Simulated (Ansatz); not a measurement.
`CC(=S)[SiH2]O` + HI → `O[SiH2]I` + `CC=S` at 400 K and 1 bar (ligand exchange at the Si–C bond).

Computed with Ansatz on PBE0-D4/def2-TZVP structures; ΔE is electronic, products minus reactants. CCSD(T)/CBS is the MP2 limit (def2-TZVPP, def2-QZVPP) plus CCSD(T) − MP2 in def2-TZVPP, frozen cores. Elements past krypton have def2 core potentials. For I outer-core shells are correlated without core-valence functions, which leaves a few kJ/mol of doubt a bond. Each species was taken in one conformer, which may not be the lowest.

```tsv
species	CCSD(T)/CBS energy (Eh)	H − E (kJ/mol)	S (J/(mol·K))
`CC(=S)[SiH2]O`	-841.77262	232.9	389.1
HI	-298.03592	25.7	215.0
`O[SiH2]I`	-663.58059	107.2	332.3
`CC=S`	-476.26007	160.4	291.1
```

H − E and S are ideal-gas, rigid-rotor, harmonic terms from PBE0-D4/def2-TZVP, for one conformer and one mirror image of each species. 1 Eh = 2625.50 kJ/mol, R = 8.31446 J/(mol·K).

Task: By hand: ΔE, ΔH, ΔS and ΔG.

Result: ΔE = (-663.58059) + (-476.26007) − (-841.77262) − (-298.03592) = -0.03212 Eh = -84.3 kJ/mol. Δ(H − E) = 107.2 + 160.4 − 232.9 − 25.7 = 9.0, so ΔH = -75.3 kJ/mol. ΔS = 332.3 + 291.1 − 389.1 − 215.0 = 19.3 J/(mol·K). ΔG = -75.3 − 400 × (19.3)/1000 = -83.0 kJ/mol.

Task: By hand: the equilibrium constant, and the temperature at which ΔG would vanish if ΔH and ΔS stayed fixed.

Result: log₁₀ K = −ΔG/(RT ln 10) = 10.8. ΔH and −TΔS have one sign here, so there is no such temperature.

ΔH outweighs TΔS. A doubt of 5 kJ/mol in ΔE shifts log₁₀ K by 0.7 here. Other conformers and mirror images would add mixing entropy, several J/(mol·K) or more a flexible species. Modes under 60 cm⁻¹, often nearly free rotors, make the harmonic entropy too high. These are equilibria of isolated gas molecules and say nothing of rates. Largest T1 diagnostic: 0.016 (customary marks: 0.02 for closed shells, 0.045 for open ones).
